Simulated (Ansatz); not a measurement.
`N[SiH](O)F` → `N[Si]F` + H₂O at 400 K and 1 bar (silylene formation by 1,1-elimination).

Calculated with Ansatz (gas phase, PBE0-D4/def2-TZVP geometries, no zero-point term in ΔE). CBS: def2 TZ/QZ extrapolation, frozen cores. One conformer a species, not always the lowest.

```csv
species,CCSD(T)/CBS energy (Eh),H − E (kJ/mol),S (J/(mol·K))
`N[SiH](O)F`,-521.31135,165.6,337.3
`N[Si]F`,-444.83821,94.4,288.8
H₂O,-76.37685,69.8,198.6
```

H − E and S are ideal-gas, rigid-rotor, harmonic terms from PBE0-D4/def2-TZVP, for one conformer and one mirror image of each species. 1 Eh = 2625.50 kJ/mol, R = 8.31446 J/(mol·K).

Q: By hand: ΔE, ΔH, ΔS and ΔG.

A: ΔE = (-444.83821) + (-76.37685) − (-521.31135) = 0.09629 Eh = 252.8 kJ/mol. Δ(H − E) = 94.4 + 69.8 − 165.6 = -1.4, so ΔH = 251.4 kJ/mol. ΔS = 288.8 + 198.6 − 337.3 = 150.1 J/(mol·K). ΔG = 251.4 − 400 × (150.1)/1000 = 191.4 kJ/mol.

Q: By hand: the equilibrium constant, and the temperature at which ΔG would vanish if ΔH and ΔS stayed fixed.

A: log₁₀ K = −ΔG/(RT ln 10) = -25.0. ΔG = 0 at ΔH/ΔS = 1675 K.

The number of gas molecules changes by +1, which sets the sign of ΔS. A doubt of 5 kJ/mol in ΔE shifts log₁₀ K by 0.7 here. Other conformers and mirror images would add mixing entropy, several J/(mol·K) or more a flexible species. These are equilibria of isolated gas molecules and say nothing of rates. Largest T1 diagnostic: 0.014 (customary marks: 0.02 for closed shells, 0.045 for open ones).
